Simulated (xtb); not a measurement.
NbOCl3, SMILES [O]=[Nb]([Cl])([Cl])[Cl], multiplicity 1. All values are semi-empirical tight-binding results from xtb (GFN2-xTB unless named), good for trends rather than for accurate numbers. Geometry: GFN2-xTB. The spin state was assumed, not searched. The isomer is the one that the SMILES or the coordinates give; other isomers of the formula were not compared.

Optimised geometry:

Bond lengths (Å): Nb1–O2 1.679, Nb1–Cl3 2.197, Nb1–Cl4 2.197, Nb1–Cl5 2.197. Bond angles (°): O2–Nb1–Cl3 112.3, O2–Nb1–Cl4 112.3, O2–Nb1–Cl5 112.3, Cl3–Nb1–Cl4 106.5, Cl3–Nb1–Cl5 106.5, Cl4–Nb1–Cl5 106.5.
Charge 0, spin multiplicity 1.

For metal compounds this method's bond lengths and energies can be far off.

```
Item                                            Value
-------------------------------------  --------------
point group as xtb finds it                       C3v
orbital gap                                   3.52 eV
zero-point energy                        3.6 kcal/mol
G − E(el) at 298.15 K (modified RRHO)  -17.2 kcal/mol
```

Problem. Give the atomic charges and the Wiberg bond orders between heavy atoms. (Estimate from the structure and the level; the computed values follow.)

Solution. charges (e) Nb1 0.35, O2 -0.29, Cl3 -0.02, Cl4 -0.02, Cl5 -0.02. Bond orders Nb1–O2 2.29, Nb1–Cl3 1.41, Nb1–Cl4 1.41, Nb1–Cl5 1.41.
